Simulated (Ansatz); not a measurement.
`S=CB(S)Cl` and `S=CBS` differ in one atom or group.

Ansatz, PBE0-D4/def2-TZVP geometries, multiplicity 1. Each molecule was computed in one conformer, which needn't be the lowest.

| property | `S=CB(S)Cl` |
| --- | --- |
| LUMO energy (PBE/def2-TZVPP) / eV | -4.32 |
| LUMO energy (PBE0/def2-TZVPP) / eV | -3.52 |
| HOMO energy (B3LYP/def2-TZVPP) / eV | -6.53 |
| HOMO energy (PBE0/def2-TZVPP) / eV | -6.78 |
| HOMO–LUMO gap (PBE/def2-TZVPP) / eV | 1.18 |
| HOMO–LUMO gap (B3LYP/def2-TZVPP) / eV | 2.86 |

(1) Give the same properties after the change, and the shifts. (An estimate is asked.)

Results:

(1) The calculation gave: 
```csv
property,`S=CBS`,shift
LUMO energy (PBE/def2-TZVPP) / eV,-4.39,-0.07
LUMO energy (PBE0/def2-TZVPP) / eV,-3.54,-0.02
HOMO energy (B3LYP/def2-TZVPP) / eV,-6.64,-0.11
HOMO energy (PBE0/def2-TZVPP) / eV,-6.90,-0.12
HOMO–LUMO gap (PBE/def2-TZVPP) / eV,1.29,0.11
HOMO–LUMO gap (B3LYP/def2-TZVPP) / eV,2.95,0.09
```

B3LYP here is the variant with VWN-RPA as its local correlation; programs differ in this.
